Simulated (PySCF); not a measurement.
La²⁺: ionisation energy

La²⁺ [Xe] 5d1 (2D) → La³⁺ [Xe] (1S), as a difference of total energies. Computed with PySCF 2.14 in ANO-RCC-VTZP (8s7p5d3f2g1h, 104 functions), with scalar relativity by spin-free X2C-1e. Correlated levels: valence: [Kr] 4d10 frozen. The calculations carry no spin-orbit coupling.

Question: Order these methods by the ionisation energy they give, lowest first.
A. UHF
B. SCS-MP2 (valence)
C. MP2 (valence)
D. CCSD (valence)

Answer: A (18.226 eV), B (18.787 eV), C (18.837 eV), D (18.907 eV).

A first-order spin-orbit estimate (lowest level to lowest level, LS coupling) adds 0.128 eV.

Errors of the correlated levels include the incompleteness of this basis and the frozen core.

For comparison: 19.177 eV (measured; NIST Atomic Spectra Database, ionization energies).
